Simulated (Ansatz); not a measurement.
Calculated with Ansatz (gas phase, PBE0-D4/def2-TZVP geometries, no zero-point term in ΔE). CBS: MP2 limit from def2 TZ/QZ plus the TZ coupled-cluster correction, frozen cores. DFT in def2-TZVPP. One conformer a species, not always the lowest.

Consider the ligand exchange at the Si–O bond: `N[SiH2]O[Si](N)(O)O` + `N[SiH](N)Cl` → `N[SiH2]N[SiH](N)Cl` + `N[Si](O)(O)O`.

`N[SiH2]O[Si](N)(O)O`:

Z-matrix (Å, degrees):
```
Si
O 1 1.633
N 1 1.732 2 110.3
H 1 1.484 2 107.9 3 121.9
H 1 1.483 2 109.4 3 -117.1
Si 2 1.642 1 131.6 3 -11.8
H 3 1.008 1 118.1 2 -129.1
H 3 1.009 1 119.0 2 92.5
N 6 1.704 2 106.7 1 -76.1
O 6 1.631 2 109.7 1 162.8
O 6 1.633 2 109.9 1 43.8
H 9 1.008 6 118.2 2 170.1
H 9 1.008 6 118.5 2 -52.2
H 10 0.958 6 116.7 2 -69.9
H 11 0.968 6 111.0 2 -38.1
```

`N[SiH](N)Cl`:

Cartesian coordinates in Å:
```
N 1.393 -0.127 0.382
Si -0.040 0.272 -0.439
N -1.309 -0.595 0.279
Cl -0.130 2.338 -0.305
H 2.174 0.506 0.403
H 1.665 -1.087 0.511
H -0.131 -0.008 -1.891
H -2.176 -0.728 -0.216
H -1.446 -0.570 1.277
```

`N[SiH2]N[SiH](N)Cl`:

```xyz
14

N     0.113    1.899   -0.546
Si    1.130    0.555   -0.922
N     0.988   -0.658    0.295
Si   -0.438   -1.428    0.845
N    -1.733   -0.583    0.160
Cl   -0.344   -1.441    2.922
H     0.327    2.470    0.258
H    -0.211    2.472   -1.310
H     2.587    0.865   -0.967
H     0.674    0.112   -2.264
H     1.836   -0.870    0.798
H    -0.569   -2.861    0.505
H    -2.667   -0.954    0.142
H    -1.691    0.423    0.086
```

`N[Si](O)(O)O`:

Z-matrix (Å, degrees):
```
Si
O 1 1.640
O 1 1.634 2 107.2
N 1 1.697 2 118.5 3 -116.5
O 1 1.642 2 103.3 3 123.0
H 2 0.958 1 115.6 3 -137.8
H 3 0.958 1 115.3 2 27.2
H 4 1.006 1 119.6 2 84.0
H 4 1.006 1 121.3 2 -63.9
H 5 0.958 1 115.8 2 173.3
```

Task: Is it downhill or uphill in electronic energy at CCSD(T)/CBS, and by how much? (An estimate is asked.)

Result: Ansatz gave: Uphill: ΔE = +0.55 eV.

Task: What do these levels give: ωB97X-V, ωB97M-V, B2PLYP, CCSD(T)/def2-TZVPP, MP2/def2-QZVPP, MP2/CBS(def2)? (An estimate is asked.)

Result: Ansatz gave: ωB97X-V 0.56, ωB97M-V 0.56, B2PLYP 0.58, CCSD(T)/def2-TZVPP 0.55, MP2/def2-QZVPP 0.55, MP2/CBS(def2) 0.54 eV.

Largest T1 diagnostic among the species: 0.011.

In def2-TZVPP, CCSD(T) changes the Hartree–Fock value by −0.08 eV (the triples alone add −0.01 eV) and MP2 by −0.09 eV.
